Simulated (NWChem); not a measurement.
**Atomisation of C2H5Te**

```
C
H 1 1.1049
H 1 1.1053 2 110.86
H 1 1.1059 2 110.12 3 121.78
Te 1 2.1741 2 109.08 4 117.85
C 5 2.0629 1 95.61 2 60.76
H 6 1.0999 5 117.77 1 -177.23
H 6 1.1004 7 119.74 5 161.17
```
Charge 0, spin multiplicity 2.

All runs are NWChem calculations. The geometry was optimised at UPBE/def2-SVP with def2 effective core potentials on Te, with no frequency check, so it may be a saddle point. It is one conformer; others weren't searched.

Basis set: def2-TZVP. The atomisation energy is electronic alone: no zero-point, thermal, spin-orbit or counterpoise terms. No value is extrapolated to the basis-set limit. Free atoms are single determinants with multiplicities C 3, Te 3, H 2. Correlated methods freeze the same cores in atoms and molecule, 6 orbitals in all.

Effective core potentials replace the inner electrons of Te; spin-orbit coupling is left out. The structure started from a generated list of species. No SCF solution was tested for a lower state. Open-shell Hartree-Fock references start from PBE0 orbitals.

Q: For the atomisation energy, PBE0 gives 630.5 kcal/mol and MP2 gives 606.4 kcal/mol. What do HF, CAM-B3LYP, M06-2X give?

A: HF: 457.1 kcal/mol; CAM-B3LYP: 627.1 kcal/mol; M06-2X: 612.3 kcal/mol.
